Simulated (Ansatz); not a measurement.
Reaction (redistribution): `C[Si](N)(O)O[SiH3]` + `B[Si](C)(F)Cl` → `C[Si](C)(N)O` + `B[Si](F)(Cl)O[SiH3]`

Computed with Ansatz on PBE0-D4/def2-TZVP structures; ΔE is electronic, products minus reactants. CCSD(T)/CBS adds triple-zeta CCSD(T) − MP2 to the extrapolated MP2 energy (def2 sets, frozen cores). DFT in def2-TZVPP. B3LYP here is the variant with VWN-RPA as its local correlation; programs differ in this. Each species was taken in one conformer, which may not be the lowest.

Task: Is it downhill or uphill in electronic energy at CCSD(T)/CBS, and by how much? (Estimate.)

Result: Computed: Uphill: ΔE = +10.9 kJ/mol.

Task: What do these levels give: r2SCAN-D4, B3LYP-D4, ωB97X-V, ωB97M-V, PBE, HF/def2-TZVPP, MP2/def2-TZVPP, SCS-MP2/def2-TZVPP, MP2/def2-QZVPP, SCS-MP2/def2-QZVPP, HF/CBS(def2), CCSD/CBS(def2)? (Estimate.)

Result: Ansatz gave: r2SCAN-D4 14.2, B3LYP-D4 11.2, ωB97X-V 11.6, ωB97M-V 12.1, PBE 12.7, HF/def2-TZVPP 9.4, MP2/def2-TZVPP 10.7, SCS-MP2/def2-TZVPP 10.1, MP2/def2-QZVPP 10.3, SCS-MP2/def2-QZVPP 9.7, HF/CBS(def2) 9.0, CCSD/CBS(def2) 10.4 kJ/mol.

Largest T1 diagnostic among the species: 0.011.
